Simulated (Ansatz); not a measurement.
`N[SiH2][GeH2][NH2]` from Hartree–Fock to CCSD(T)

```json
{"atom": "N1", "x (Å)": "-1.982", "y (Å)": "-0.880", "z (Å)": "0.207"}
{"atom": "Si2", "x (Å)": "-0.737", "y (Å)": "-0.626", "z (Å)": "-0.963"}
{"atom": "Ge3", "x (Å)": "0.932", "y (Å)": "0.982", "z (Å)": "-0.331"}
{"atom": "N4", "x (Å)": "1.803", "y (Å)": "0.563", "z (Å)": "1.256"}
{"atom": "H5", "x (Å)": "-1.793", "y (Å)": "-1.455", "z (Å)": "1.012"}
{"atom": "H6", "x (Å)": "-2.613", "y (Å)": "-0.131", "z (Å)": "0.443"}
{"atom": "H7", "x (Å)": "-1.373", "y (Å)": "-0.208", "z (Å)": "-2.244"}
{"atom": "H8", "x (Å)": "-0.063", "y (Å)": "-1.940", "z (Å)": "-1.155"}
{"atom": "H9", "x (Å)": "2.042", "y (Å)": "1.122", "z (Å)": "-1.395"}
{"atom": "H10", "x (Å)": "0.298", "y (Å)": "2.369", "z (Å)": "-0.091"}
{"atom": "H11", "x (Å)": "1.176", "y (Å)": "0.515", "z (Å)": "2.049"}
{"atom": "H12", "x (Å)": "2.310", "y (Å)": "-0.311", "z (Å)": "1.211"}
```

Charge 0, multiplicity 1. Correlated methods include outer-core shells of Ge, which these sets cover unevenly. Scalar relativity is left out up to krypton. All single points use the PBE0-D4/def2-TZVP geometry. It is one conformer, not always the lowest. Frozen core, restricted reference, Ansatz 0.2.0.

| basis | HF (Eh) | MP2 corr. |
| --- | --- | --- |
| def2-SVP | -2477.44035 | -0.67920 |
| def2-TZVPP | -2477.95247 | -0.82197 |
| def2-QZVPP | -2478.00964 | -1.12662 |

(1) Estimate the CCSD correlation energy and the (T) correction in each basis where they were run (hartree).

Results:

(1) 
```csv
basis,CCSD corr.,(T)
def2-SVP,-0.72457,-0.01939
def2-TZVPP,-0.86345,-0.03172
```
